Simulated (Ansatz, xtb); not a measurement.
# Relative energy of two isomers of GaH7N2OSi

We compare a, `[NH2][Ga]([NH2])[O][SiH3]`, a singlet, with b, `N[SiH](N)[O][GaH2]`, a singlet. Both are isolated molecules in the gas phase, relaxed with PBE0-D4/def2-SVP; the shapes shown needn't be the lowest conformers.

a (Å):

```xyz
12

Ga   -0.6513    1.4138    1.7163
N    -0.2837    2.1371    3.3261
N    -0.8919    2.3081    0.1653
O    -0.7879   -0.3699    1.6878
Si   -1.0844   -1.5855    0.6212
H    -0.3426    1.5750    4.1658
H    -0.3838    3.1234    3.5258
H    -0.6393    3.2806    0.0484
H    -0.9126    1.8200   -0.7213
H    -0.0841   -2.6835    0.7924
H    -2.4512   -2.1599    0.8258
H    -1.0011   -1.1053   -0.8005
```

b (Å):

```xyz
12

Ga   -0.6768    0.1779   -2.3505
N    -2.1138   -0.8726    0.6361
N     0.0538    0.0928    1.9989
O     0.1066   -0.3540   -0.8400
Si   -0.3826   -0.8849    0.6538
H    -2.5992   -0.9924    1.5185
H    -2.6113   -1.3480   -0.1091
H     0.3045   -2.1924    0.8747
H    -0.2929    1.0436    2.0657
H     0.9890    0.0198    2.3819
H    -2.0684   -0.4532   -2.6986
H     0.1583    1.1820   -3.2061
```

Task: Estimate E(b) − E(a) at the level CCSD(T)/def2-SVP + ΔMP2/def2-TZVPP.

Result: Calculated at CCSD(T)/def2-SVP + ΔMP2/def2-TZVPP: E(b) − E(a) = −0.541 eV, so structure b lies lower.

Level by level:

```tsv
level	geometry	E(b) − E(a) (eV)	departure from the last row (eV)	job, with rough time for the two
PBE0-D4/def2-SVP	PBE0-D4/def2-SVP	−0.541	0.000	optimisation, 3 min
HF/def2-SVP	PBE0-D4/def2-SVP	−0.471	+0.070	part of the CCSD(T) run
MP2/def2-SVP	PBE0-D4/def2-SVP	−0.362	+0.179	part of the CCSD(T) run
CCSD(T)/def2-SVP	PBE0-D4/def2-SVP	−0.366	+0.174	single point
CCSD(T)/def2-SVP + ΔMP2/def2-TZVPP	PBE0-D4/def2-SVP	−0.541		single point, 80 s
```

As drawn, b has 2 N–Si, 2 Ga–H in place of 2 Ga–N, 2 Si–H.

None of the levels shown reverses the order. The largest departure from CCSD(T)/def2-SVP + ΔMP2/def2-TZVPP is that of MP2/def2-SVP, 0.179 eV. A small imaginary or near-zero mode remains, so no thermal terms are given. Levels run at GFN2-xTB geometries aren't shown. The last row adds to CCSD(T) the change of the MP2 difference between the two basis sets, here −0.174 eV, a large step that makes the value less sure.

The correlated steps freeze 17 core orbitals; the filled d shell of Ga is correlated, in a basis made for valence electrons. Codes used: Ansatz 0.2.0, xtb 6.7.1; the last row on 2 threads of Arm Neoverse V2 on a shared host.
